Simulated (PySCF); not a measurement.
A ladder of Hamiltonians for Ar⁸⁺ (argon, charge +8)

Occupied: 1s1/2, 2s1/2, 2p1/2, 2p3/2. Hartree-Fock calculated with PySCF 2.14 in an even-tempered Gaussian basis (18 s from 0.3 bohr⁻², ratio 2.7; 12 p from 0.36 bohr⁻², ratio 2.7), Gaussian nucleus throughout. NR is non-relativistic, sf-X2C the spin-free one-electron X2C Hamiltonian, X2C adds the bare one-electron spin-orbit term, X2C-SNSO screens it by Boettger's factors, DC is four-component Dirac-Coulomb, and the Gaunt and Breit terms are added at first order (total energies over the DC spinors, levels after relaxing the spinors in that mean field). QED terms are absent. Levels marked empty are virtual spinors of this ion.

| Hamiltonian | E (hartree) | E − E(DC) (hartree) | CPU seconds |
| --- | --- | --- | --- |
| NR | -505.9593 | 1.8311 | 0.18 |
| sf-X2C | -507.7392 | 0.0512 | 0.13 |
| X2C | -507.7413 | 0.0491 | 0.11 |
| X2C-SNSO | -507.7408 | 0.0496 | 0.11 |
| DC | -507.7904 | 0.0000 | 4.6 |
| DC+Gaunt | -507.6515 | 0.1389 | 8.8 |
| DC+Breit | -507.6618 | 0.1286 | 30 |

Q: Give the 3p spin-orbit interval with each Hamiltonian that has one.

A: X2C 0.3949; X2C-SNSO 0.3508; DC 0.3456; DC+Gaunt 0.3315; DC+Breit 0.3315 (eV).

```
   level (eV)       NR   sf-X2C      X2C  X2C-SNSO       DC  DC+Gaunt  DC+Breit
        1s1/2  -3401.5  -3414.9  -3414.9   -3414.9  -3415.9   -3413.6   -3413.7
        2s1/2  -497.90  -500.59  -500.59   -500.59  -500.67   -500.53   -500.53
        2p1/2  -424.53  -424.89  -426.70   -426.50  -426.51   -426.25   -426.28
        2p3/2  -424.53  -424.89  -424.00   -424.10  -424.14   -423.97   -424.00
3s1/2 (empty)  -142.39  -142.88  -142.88   -142.88  -142.90   -142.87   -142.87
3p1/2 (empty)  -125.14  -125.27  -125.53   -125.50  -125.50   -125.46   -125.47
3p3/2 (empty)  -125.14  -125.27  -125.13   -125.15  -125.15   -125.13   -125.14
```

Weight of the small component: 1s1/2 0.00412, 2s1/2 0.000684, 2p1/2 0.000654, 2p3/2 0.000650, 3s1/2 0.000162, 3p1/2 0.000149, 3p3/2 0.000149.

Koopmans' value for the highest occupied level at DC+Breit: 424.00 eV, against an ionisation energy of 422.6 ± 0.06 eV (semi-empirical (NIST evaluation); NIST Atomic Spectra Database, ionization energies); the former lacks relaxation, correlation, QED and recoil.

The whole ladder took 46 s of wall time on 1 thread of Intel(R) Xeon(R) 6975P-C (shared host), launched as `OMP_NUM_THREADS=1 python relrun2.py TASK.json OUT` (a driver that calls PySCF for each Hamiltonian).
